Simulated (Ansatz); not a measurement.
Relaxation of CH3ClFIn (7 atoms, charge 0, multiplicity 1), to a largest force component of 0.03 eV/Å in at most 50 steps.

The calculation used UKS LDA/def2-SVP in Ansatz.

```xyz
7
Properties=species:S:1:pos:R:3
In -0.166 1.086 0.658
F 1.888 -1.393 0.029
C -0.981 -0.209 -0.654
H 1.055 -1.353 -0.370
Cl 1.302 2.101 2.125
H -1.922 -0.589 -0.196
H -1.176 0.357 -1.593
```

Q: Where does it end, and by what steps?

A: The run converged. The force dipped under the threshold on the way, but the program's further checks kept it going. After 14 steps the energy has fallen by 2.799 eV; H4 moved furthest, 1.79 Å. Parted: F2–H4 (0.92 → 3.57 Å). Joined: In1–F2 (3.28 → 1.95 Å), C3–H4 (2.35 → 1.11 Å).

| step | energy less start (eV) | largest force component (eV/Å) | accepted |
| --- | --- | --- | --- |
| 0 | 0.0000 | 1.656 | yes |
| 1 | -0.2642 | 1.336 | yes |
| 2 | -0.5099 | 1.528 | yes |
| 3 | -0.8325 | 0.833 | yes |
| 4 | -1.0663 | 2.583 | yes |
| 5 | -1.6386 | 1.611 | yes |
| 6 | -2.0320 | 2.261 | yes |
| 7 | -2.3189 | 1.117 | yes |
| 8 | -2.5001 | 0.451 | yes |
| 9 | -2.6074 | 0.525 | yes |
| 10 | -2.7054 | 0.522 | yes |
| 11 | -2.7789 | 0.133 | yes |
| 12 | -2.7956 | 0.082 | yes |
| 13 | -2.7990 | 0.023 | yes |
| 14 | -2.7989 | 0.025 | yes |

```xyz
7
Properties=species:S:1:pos:R:3
In 0.768 0.265 0.584
F 2.424 -0.756 0.752
C -0.821 -0.343 -0.665
H -0.542 -1.291 -1.165
Cl 0.898 2.148 1.943
H -1.724 -0.479 -0.039
H -1.003 0.456 -1.411
```

The run took 23 s on 2 threads of Intel(R) Xeon(R) Platinum 8259CL CPU @ 2.50GHz (Skylake/Cascade Lake), with other jobs on the host, peak memory 0.18 GiB.
